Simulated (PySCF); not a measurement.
**Computed properties of C₈H₅N₅, SMILES C1=CC2=NC=NC3=NC=CC(=N1)N23**

C₈H₅N₅, SMILES C1=CC2=NC=NC3=NC=CC(=N1)N23. Geometry: B3LYP-D3(BJ)/def2-SVP. The values are those of a single conformer. All values are computed for the isolated molecule unless a solvent is named; none is compared with measurement here.

**Structure.** The optimised structure has Cs symmetry. All 48 harmonic modes at B3LYP-D3(BJ)/def2-SVP (PySCF) are real, so it is a minimum. With heavy atoms numbered as in [CH:1]1=[CH:2][C:3]2=[N:4][CH:5]=[N:6][C:7]3=[N:8][CH:9]=[CH:10][C:11](=[N:12]1)[N:13]23, the shortest bond between them is C5–N6 at 1.316 Å and the longest C7–N13 at 1.424 Å.

**Vibrations.** The strongest infrared lines (harmonic, unscaled, degenerate partners summed) lie at 1691 cm⁻¹ (917 km/mol, C 70 %, N 28 %), 1691 cm⁻¹ (774 km/mol, C 80 %, N 17 %), 1625 cm⁻¹ (131 km/mol, C 69 %, N 24 %). The softest mode is at 119 cm⁻¹ and the zero-point energy is 81.2 kcal/mol.

**Electronic structure.** HF/def2-SVP (PySCF) places the frontier levels at -8.05 and 0.97 eV, a gap of 9.02 eV, and gives a dipole moment of 2.69 D and a mean polarisability of 109.3 bohr³. PBE/def2-SVP (PySCF) at the same geometry gives -5.42 and -3.38 eV, so its gap is 6.98 eV narrower. An orbital gap is neither the optical nor the fundamental gap.

**Excitations.** TDA-ωB97X/def2-SVP (PySCF) has S1 at 2.65 eV (467 nm, f = 0.003, weak); the most intense of the 6 singlets computed lies at 5.00 eV (f = 0.43). T1 (TDA) is at 2.32 eV, 0.33 eV under S1. TDA-PBE/def2-SVP (PySCF) puts S1 at 2.18 eV.

**NMR.** GIAO shifts at KT2/pcSseg-1 (PySCF) (non-relativistic, atoms alike by connectivity averaged): ¹³C from 107.4 to 164.1 ppm against TMS; ¹H from 5.2 to 7.4 ppm against TMS.

**Solvation.** SMD-M06-2X/def2-SVP (PySCF) gives -15.0 kcal/mol in water, -15.1 kcal/mol in methanol, -18.1 kcal/mol in dimethylsulfoxide (1 M in both phases, gas-phase geometry); of these solvents dimethylsulfoxide holds the molecule best.
